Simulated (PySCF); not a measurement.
## S: excitation energy

S [Ne] 3s2 3p4 (3P) → S [Ne] 3s1 3p4 3d1 (high-spin determinant), as a difference of total energies. Calculation: PySCF 2.14, in aug-cc-pCVTZ-DK (8s7p5d3f, 75 functions); the spin-free X2C one-electron Hamiltonian (Gaussian nucleus). Correlated levels: valence: [Ne] frozen; valence and next inner shell: 1s2 frozen; nothing frozen. The calculations carry no spin-orbit coupling.

```json
{"method": "UHF", "excitation energy (cm⁻¹)": "149110"}
{"method": "LDA", "excitation energy (cm⁻¹)": "153450"}
{"method": "PBE", "excitation energy (cm⁻¹)": "151400"}
{"method": "PBE0", "excitation energy (cm⁻¹)": "153070"}
{"method": "r2SCAN", "excitation energy (cm⁻¹)": "149740"}
{"method": "BLYP", "excitation energy (cm⁻¹)": "153410"}
{"method": "HSE06", "excitation energy (cm⁻¹)": "153080"}
{"method": "r2SCAN0", "excitation energy (cm⁻¹)": "151410"}
{"method": "MN15", "excitation energy (cm⁻¹)": "151380"}
{"method": "MP2 (valence)", "excitation energy (cm⁻¹)": "153290"}
{"method": "SCS-MP2 (valence)", "excitation energy (cm⁻¹)": "154760"}
{"method": "MP2 (valence and next inner shell)", "excitation energy (cm⁻¹)": "154200"}
{"method": "SCS-MP2 (valence and next inner shell)", "excitation energy (cm⁻¹)": "155420"}
{"method": "MP2 (all electrons)", "excitation energy (cm⁻¹)": "154160"}
{"method": "SCS-MP2 (all electrons)", "excitation energy (cm⁻¹)": "155390"}
```

The upper state lies above the first ionisation limit, where it may autoionise and the basis confines it.

The promoted electron is Rydberg-like, and one or two diffuse shells describe it only roughly, which tends to raise the upper state.

In the upper state the promoted electron has a positive orbital energy at LDA, PBE, PBE0, r2SCAN, BLYP, HSE06, r2SCAN0, MN15, so the basis confines it.

The determinant of the upper state mixes LS terms, which raises its energy above the lowest term, most at the Hartree-Fock and MP2 levels.
